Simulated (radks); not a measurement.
Er+, 67 electrons, occupied as [Xe] 4f11 6p2 (not the ground configuration). All-electron calculation, Dirac Kohn-Sham, PBE, spin-unpolarised, spherical densities, point nucleus; open shells are shared between the two j in proportion to 2j + 1. Program: a radial shooting solver on a logarithmic mesh with Libxc functionals.

Radial electron density D(r) = 4 pi r^2 rho(r):

```
   r/bohr * D(r) (the largest magnitude, 121, reaches the edge; | marks zero)
  0.00299 |            *
 0.003508 |              *
 0.004084 |                  *
 0.004793 |                     *
  0.00558 |                         *
 0.006548 |                             *
 0.007623 |                                 *
 0.008946 |                                     *
  0.01041 |                                        *
  0.01222 |                                         *
  0.01423 |                                          *
   0.0167 |                                         *
  0.01944 |                                        *
  0.02263 |                                      *
  0.02655 |                                     *
  0.03091 |                                      *
  0.03628 |                                         *
  0.04223 |                                             *
  0.04956 |                                                  *
   0.0577 |                                                      *
  0.06771 |                                                      *
  0.07882 |                                                  *
   0.0925 |                                             *
   0.1077 |                                          *
   0.1264 |                                          *
   0.1471 |                                              *
   0.1726 |                                                 *
    0.201 |                                              *
   0.2358 |                                     *
   0.2746 |                           *
   0.3222 |                      *
   0.3751 |                       *
   0.4402 |                          *
   0.5124 |                          *
   0.5966 |                      *
   0.7001 |               *
    0.815 |          *
   0.9564 |       *
    1.113 |     *
    1.307 |    *
    1.521 |   *
    1.785 | *
    2.078 |*
    2.439 |*
    2.839 *
    3.332 *
    3.878 *
    4.551 *
    5.299 *
    6.218 *
    7.239 *
    8.495 *
    9.889 *
     11.6 *
```

D(r) has 4 maxima, at r = 0.0141, 0.0625, 0.174, 0.473 bohr, and minima at 0.0272, 0.114, 0.338 bohr, inside which lie 2.01, 11.13, 29.62 electrons.
